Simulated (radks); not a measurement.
Values are calculated unless marked as measured or tabulated.
Excited configurations of neutral aluminium: one electron is placed in a higher orbital outside [Ne] 3s2. The ground configuration is [Ne] 3s2 3p1. Code: a radial shooting solver on a logarithmic mesh with Libxc functionals. Model: scalar-relativistic Kohn-Sham, PBE, spin-polarised, spherical densities, finite nucleus; open shells are filled with parallel spins first; Fermi nuclear charge, rms radius 3.061 fm. Excitation = E - E(ground); binding = E(ion) - E, where the ion is the core of charge +1; n* = 1/sqrt(2 binding) in atomic units, and the quantum defect is n - n*.

outer orbital,excitation (eV),binding (eV),n*,eigenvalue (eV)
4s,2.994,2.960,2.144,-1.808
4p,3.806,2.148,2.517,-1.246
6s,5.012,0.942,3.801,-0.622
7p,5.402,0.552,4.967,-0.378

The Delta-SCF ionisation energy is 5.954 eV (NIST Atomic Spectra Database: 5.986 eV, measured). Self-interaction in the functional shifts the binding energies and quantum defects, so they are the method's values and not measured ones. Open shells are spherical and high-spin; term and fine-structure splittings are not resolved.
